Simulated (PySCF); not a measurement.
**Structure from 2D NMR**

Compound of formula C3H14OSi3. Correlations simulated from computed shifts and the bond graph:

HSQC (one-bond C–H):
```csv
δH,δC
3.60,72.7
1.12,25.9
```

COSY cross peaks (H two or three bonds apart, from the bond graph; peaks can be absent where the dihedral angle is near 90°):
```csv
δH,δH
5.54,3.45
3.60,1.12
```

HMBC (two and three bonds, from the bond graph):
```csv
δH,δC
5.54,72.7
3.60,25.9
1.12,"72.7, 25.9"
```

[PySCF 2.14: PBE0-D3(BJ)/def2-SVP structure; shieldings: GIAO KT3/pcSseg-1; gas phase; one computed conformer; non-relativistic Hamiltonian; rapidly exchanging positions averaged]

Referencing at the same level of theory: 1H (σref 31.32), 13C (σref 182.31) against TMS.

Exchangeable hydrogens are left out of these lists.

Question: Which molecule is this?

Answer: SMILES [SiH3][SiH](OC(C)C)[SiH3].

Atoms are numbered as in `[CH3:1][CH:2]([CH3:3])[O:4][SiH:5]([SiH3:6])[SiH3:7]`. Each H is labelled by its parent atom.

δC 72.7 is C2, an sp3 CH bonded to O (δH 3.60). δC 25.9 is C1/C3, a methyl carbon (δH 1.12). COSY links 5.54–3.45, 3.60–1.12.

This is the structure that produced the data.

Shifts are as computed, not scaled to solution data. Of 1309 compounds with measured shifts, 239 miss one by over three times the rms of a fit or turn the order of signals round; such compounds aren't used in these exercises.
